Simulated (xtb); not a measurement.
AlF2, doublet, from a rough starting geometry (GFN-xTB shapes and energies of metal compounds can be far from the true ones) (the spin is typed, not shown lowest); GFN2-xTB (xtb).

The xtb input:
```
$ xtb mol.xyz --gfn 2 --uhf 1 --opt vtight --json

# file mol.xyz
3

Al     0.36006843     0.13857272     0.13259992
F     -0.30792962     1.13409343    -1.06723945
F      0.01426508    -1.23884074     0.95017515
```

It wrote (shortened):

```
   ID    Z sym.   atoms
    1   13 Al     1
    2    9 F      2, 3

           -------------------------------------------------
          |                Calculation Setup                |
           -------------------------------------------------

           -------------------------------------------------
          |                 G F N 2 - x T B                 |
           -------------------------------------------------

          ...................................................
          :                      SETUP                      :
          :.................................................:
          :  # basis functions                  18          :
          :  # atomic orbitals                  17          :
          :  # shells                            7          :
          :  # electrons                        17          :
          :  max. iterations                   250          :
          :  Hamiltonian                  GFN2-xTB          :
          :  restarted?                      false          :
          :  GBSA solvation                  false          :
          :  PC potential                    false          :
          :  electronic temp.          300.0000000     K    :
          :  accuracy                    1.0000000          :
          :  -> integral cutoff          0.2500000E+02      :
          :  -> integral neglect         0.1000000E-07      :
          :  -> SCF convergence          0.1000000E-05 Eh   :
          :  -> wf. convergence          0.1000000E-03 e    :
          :  Broyden damping             0.4000000          :
          :  net charge                          0          :
          :  unpaired electrons                  1          :
          ...................................................

 iter      E             dE          RMSdq      gap      omega  full diag
   1    -10.6671473 -0.106671E+02  0.174E+01    2.80       0.0  T
   2    -10.6725940 -0.544662E-02  0.102E+01    3.38       1.0  T
   3    -10.6739692 -0.137526E-02  0.110E+00    4.37       1.0  T
   4    -10.6746025 -0.633244E-03  0.454E-01    4.26       1.0  T
   5    -10.6746839 -0.814467E-04  0.205E-01    4.20       1.0  T
   6    -10.6746940 -0.100413E-04  0.945E-02    4.15       1.0  T
   7    -10.6746960 -0.207743E-05  0.423E-02    4.15       1.4  T
   8    -10.6746964 -0.344816E-06  0.340E-03    4.15      17.0  T
   9    -10.6746964 -0.657871E-08  0.160E-03    4.15      36.1  T
  10    -10.6746964  0.145902E-08  0.884E-04    4.15      65.3  T
  11    -10.6746964 -0.157655E-08  0.159E-04    4.15     362.4  T

   *** convergence criteria satisfied after 11 iterations ***

         :::::::::::::::::::::::::::::::::::::::::::::::::::::
         ::                     SUMMARY                     ::
         :::::::::::::::::::::::::::::::::::::::::::::::::::::
         :: total energy             -10.651098172241 Eh    ::
         :: gradient norm              0.027356265856 Eh/a0 ::
         :: HOMO-LUMO gap              4.145639667994 eV    ::
         ::.................................................::
         :: SCC energy               -10.674696395110 Eh    ::
         :: -> isotropic ES            0.039939286463 Eh    ::
         :: -> anisotropic ES          0.003115004744 Eh    ::
         :: -> anisotropic XC         -0.002686863905 Eh    ::
         :: -> dispersion             -0.000782221488 Eh    ::
         :: repulsion energy           0.023598222869 Eh    ::
         :: add. restraining           0.000000000000 Eh    ::
         :: total charge               0.000000000000 e     ::
         :::::::::::::::::::::::::::::::::::::::::::::::::::::

      -----------------------------------------------------------
     |                   =====================                   |
     |                        A N C O P T                        |
     |                   =====================                   |
[...]
 * total energy  :   -10.6510982 Eh     change       -0.5645795E-10 Eh
 * total energy  :   -10.6514568 Eh     change       -0.3586200E-03 Eh
 * total energy  :   -10.6517377 Eh     change       -0.2809290E-03 Eh
 * total energy  :   -10.6517398 Eh     change       -0.2090157E-05 Eh
 * total energy  :   -10.6517449 Eh     change       -0.5066042E-05 Eh
 * total energy  :   -10.6517462 Eh     change       -0.1366611E-05 Eh
 * total energy  :   -10.6517473 Eh     change       -0.1077108E-05 Eh
 * total energy  :   -10.6517473 Eh     change       -0.1671652E-07 Eh
   *** GEOMETRY OPTIMIZATION CONVERGED AFTER 8 ITERATIONS ***
         :: total energy             -10.651747337992 Eh    ::
[...]
         :: -> anisotropic XC         -0.002531444323 Eh    ::
         :: -> dispersion             -0.000783751717 Eh    ::
         :: repulsion energy           0.023609069510 Eh    ::
         :: add. restraining           0.000000000000 Eh    ::
         :: total charge              -0.000000000000 e     ::
         :::::::::::::::::::::::::::::::::::::::::::::::::::::

           -------------------------------------------------
          |                Property Printout                |
           -------------------------------------------------

    * Orbital Energies and Occupations

         #    Occupation            Energy/Eh            Energy/eV
      -------------------------------------------------------------
         1        2.0000           -0.8236525             -22.4127
         2        2.0000           -0.8082065             -21.9924
         3        2.0000           -0.5404189             -14.7055
         4        2.0000           -0.5247838             -14.2801
         5        2.0000           -0.5221747             -14.2091
         6        2.0000           -0.5204654             -14.1626
         7        2.0000           -0.5170994             -14.0710
         8        2.0000           -0.5140193             -13.9872
         9        1.0000           -0.3648185              -9.9272 (HOMO)
        10                         -0.2119728              -5.7681 (LUMO)
        11                         -0.1903479              -5.1796
        12                         -0.1312407              -3.5712
        13                         -0.1130440              -3.0761
        14                         -0.1071886              -2.9168
        15                         -0.0367353              -0.9996
        16                          0.7058568              19.2073
        17                          0.7599124              20.6783
      -------------------------------------------------------------
                  HL-Gap            0.1528456 Eh            4.1591 eV
             Fermi-level           -0.3639073 Eh           -9.9024 eV

     #   Z          covCN         q      C6AA      α(0)
     1  13 Al       1.344     0.508   238.557    38.975
     2   9 F        0.672    -0.254    11.828     4.060
     3   9 F        0.672    -0.254    11.828     4.060

 Mol. C6AA /au·bohr⁶  :        451.581576
 Mol. C8AA /au·bohr⁸  :      30383.922751
 Mol. α(0) /au        :         47.094252

Wiberg/Mayer (AO) data.
largest (>0.10) Wiberg bond orders for each atom

 ---------------------------------------------------------------------------
     #   Z sym  total        # sym  WBO       # sym  WBO       # sym  WBO
 ---------------------------------------------------------------------------
     1  13 Al   2.560 --     3 F    1.280     2 F    1.280
     2   9 F    1.311 --     1 Al   1.280
     3   9 F    1.311 --     1 Al   1.280
 ---------------------------------------------------------------------------

Topologies differ in total number of bonds
Writing topology from bond orders to xtbtopo.mol

molecular dipole:
                 x           y           z       tot (Debye)
 q only:        0.507       0.215       0.174
   full:        0.540       0.228       0.185       1.563
molecular quadrupole (traceless):
                xx          xy          yy          xz          yz          zz
 q only:        2.298       0.638      -1.666      -0.320       3.245      -0.632
  q+dip:        2.369       0.675      -1.707      -0.303       3.302      -0.662
   full:        3.437       0.706      -2.641      -0.868       5.466      -0.796

optimized geometry written to: xtbopt.xyz

           -------------------------------------------------
          | TOTAL ENERGY              -10.651747337992 Eh   |
          | GRADIENT NORM               0.000007010703 Eh/α |
          | HOMO-LUMO GAP               4.159140912471 eV   |
           -------------------------------------------------

normal termination of xtb
```
